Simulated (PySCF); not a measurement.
**Nitrogen: a sound run and one with changed settings**

Sound run: N⁺ [He] 2s2 2p2, N²⁺ [He] 2s2 2p1. All numbers are calculated (PySCF 2.14, the non-relativistic Hamiltonian (point nucleus), in aug-cc-pVDZ). In the sound run the correlated levels freeze 1s2. The sound run starts from symmetry-adapted Hartree-Fock orbitals and uses a fine grid where one is needed.

Changed run: a valence shell is frozen. This setting is unsound on purpose.

| species | method | sound run (hartree) | changed run (hartree) | converged |
| --- | --- | --- | --- | --- |
| N⁺ | MP2 | -53.93610 | -53.88653 | yes |
| N⁺ | CCSD(T) | -53.95937 | -53.88804 | yes |

Ionisation energy of N⁺:

| method | sound run (eV) | changed run (eV) |
| --- | --- | --- |
| UHF | 29.225 | 29.225 |
| MP2 | 29.462 | 29.368 |
| SCS-MP2 | 29.358 | 29.273 |
| CCSD | 29.295 | 29.409 |
| CCSD(T) | 29.303 | 29.409 |
| CCSDT | n/a | 29.409 |
| FCI | n/a | 29.409 |

Freezing a valence shell removes pair correlation that changes on ionisation.

For comparison, NIST gives 29.601 eV between the lowest levels.
